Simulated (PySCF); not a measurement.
**Molecular orbitals of GaCl**

PBE0 at R = 2.225 Å; basis Ga cc-pVTZ-PP with ECP10, Cl cc-pV(T+d)Z; scalar-relativistic core potentials; PySCF 2.14. State: ¹Σ⁺ (singlet), closed shell. Only the outer orbitals are listed, counted within each symmetry, core potentials removing the inner ones.

```
orbital  occ.  ε (eV)  on Ga (%)            main shells (%)
     7σ     2  -21.63         16           84 Cl s, 12 Ga d
     8σ     2  -11.58         51           48 Ga s, 46 Cl p
     4π     2   -8.75          6                    94 Cl p
     4π     2   -8.75          6                    94 Cl p
     9σ     2   -7.55         64  46 Ga s, 36 Cl p, 17 Ga p
     5π     0   -1.65         96                    96 Ga p
     5π     0   -1.65         96                    96 Ga p
    10σ     0    0.42         98                    87 Ga p
```

Task: Which are the highest filled and the lowest empty level, where do they sit, and how wide is the gap?

Result: Highest filled 9σ at -7.55 eV (in %: 46 Ga s, 36 Cl p, 17 Ga p); lowest empty 5π at -1.65 eV (in %: 96 Ga p); the gap at PBE0 is 5.90 eV.

* bond order (Mayer): 1.05
* ⟨S²⟩: 0.000
* charge on Ga (Mulliken, basis-dependent): 0.37
* charge on Ga (Löwdin, basis-dependent): 0.01
* dipole moment (positive dipole means Ga(−)Cl(+)): -2.57 D
* polarisability along the bond: 60.0 bohr³
* polarisability across the bond: 37.2 bohr³
